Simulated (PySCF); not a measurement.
Method: PBE0/pcSseg-1 in PySCF (dipole) on a GFN2-xTB geometry, gas phase. One conformer each; commonest isotopes, rigid rotors.

Species:
1. `[CH3:1][C:2](=[S:3])[C:4]1=[CH:5][SiH2:6][C@H:7]2[CH2:8][C@@H:9]1[CH2:10]2` with C1–C2–C4–C5 2°
2. `[CH2:1]=[C:2]([CH3:3])[O:4][Si@@H:5]1[SiH2:6][CH2:7][Si@@H:8]1[C:9]#[N:10]` with C1–C2–O4–Si5 -176°, C2–O4–Si5–Si6 46°
3. `[CH:1]#[C:2][CH2:3][P:4]([CH2:5][PH2:6])[C:7](=[O:8])[O:9][CH3:10]` with C2–C3–P4–C5 -53°, C3–P4–C5–P6 166°, P4–C5–P6–H 79° and 171°, C3–P4–C7–O8 -117°, P4–C7–O9–C10 180°
4. `[F:1][CH2:2][c:3]1[c:4]([F:5])[cH:6][cH:7][c:8]2[c:9]1[CH2:10][CH2:11]2` with F1–C2–C3–C4 180°

Rotational constants (MHz) and dipole components (D):

| set | A | B | C | μa | μb | μc |
| --- | --- | --- | --- | --- | --- | --- |
| P | 1898 | 694.9 | 557.2 | 1.92 | 1.47 | 0.04 |
| Q | 1213 | 793.6 | 629.0 | 1.78 | 1.28 | 0.37 |
| R | 1370 | 1202 | 648.2 | 1.23 | 0.69 | 0.00 |
| S | 986.2 | 688.3 | 505.5 | 1.03 | 3.33 | 0.15 |

Problem. Which set belongs to which species?

Solution. P = 1, Q = 3, R = 4, S = 2.

- 1 (set P): mass 168.0 u, 10 heavy atoms, longest extent 7.4 Å, asymmetric top, Ia, Ib, Ic = 266.2, 727.3, 907.0 u·Å².
- 2 (set S): mass 185.0 u, 10 heavy atoms, longest extent 8.0 Å, C1, asymmetric top, Ia, Ib, Ic = 512.5, 734.2, 999.8 u·Å².
- 3 (set Q): mass 176.0 u, 10 heavy atoms, longest extent 7.6 Å, C1, asymmetric top, Ia, Ib, Ic = 416.7, 636.8, 803.5 u·Å².
- 4 (set R): mass 154.1 u, 11 heavy atoms, longest extent 6.1 Å, Cs, asymmetric top, Ia, Ib, Ic = 368.9, 420.3, 779.7 u·Å².

Point groups hold within 0.08 Å; constants that symmetry makes equal can differ a little in the computed geometry, and forbidden dipole components can keep a residue. No structure here is proved a minimum.
